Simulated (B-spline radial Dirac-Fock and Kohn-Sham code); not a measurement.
**Sm³⁺: M5-N45N45 lines in intermediate coupling**

System: the Sm³⁺ ion in the configuration [Xe] 4f5, inside a Watson sphere of charge -3 and radius 1.6 Å (a model of the Madelung potential; inside it an electron's potential energy is raised by 27.0 eV).

Input of the calculation (task.json; shells as n, l, electrons):

```json
{"items": [{
  "Z": 62,
  "q": 3,
  "cfg": [[1, 0, 2], [2, 0, 2], [2, 1, 6], [3, 0, 2], [3, 1, 6], [3, 2, 10], [4, 0, 2], [4, 1, 6], [4, 2, 10], [4, 3, 5], [5, 0, 2], [5, 1, 6]],
  "A": 152,
  "rrms": 5.0819,
  "watson": [-3, 1.6],
  "do": ["binding", "quiet", "double"]
}]}
```

Launch: `python xray_run.py task.json out`

Calculated with a radial atomic solver, using multi-electron Dirac-Fock with separately optimised hole states, Breit and Lamb-shift corrections added in first order. The two-hole levels come from diagonalising the Coulomb interaction among the jj configurations; intensities are independent-particle Coulomb rates. Kinetic energies are from the vacuum level. Correlation energy is missing from these numbers. Open outer shells are spectators and are not coupled to the holes.

```
kinetic energy (eV)  J  leading jj holes (weight)  leading LS term (weight)
              764.2  0                N4N4 (0.84)                ¹S0 (0.79)
              771.7  2                N4N4 (0.88)                ¹D2 (0.49)
              773.7  4                N4N5 (0.95)                ¹G4 (0.95)
              774.5  1                N4N5 (1.00)                ³P1 (1.00)
              775.9  2                N4N5 (0.86)                ³P2 (0.52)
              776.0  0                N5N5 (0.84)                ³P0 (0.79)
              778.2  3                N4N5 (1.00)                ³F3 (1.00)
              780.1  2                N5N5 (0.96)                ¹D2 (0.49)
              782.5  4                N5N5 (0.95)                ³F4 (0.95)
```

The intensity is shared as follows: 782.5 eV 25.5 %, 773.7 eV 23.0 %, 780.1 eV 18.5 %, 778.2 eV 10.2 %, 775.9 eV 8.9 %, 774.5 eV 6.1 %, 776.0 eV 4.3 %, 771.7 eV 2.1 %, 764.2 eV 1.5 %.

The strongest line, by its leading LS label ³F4, lies at 782.5 eV. The mean weight of the leading component is 0.92 in jj and 0.78 in LS coupling, so jj labels describe these levels better.
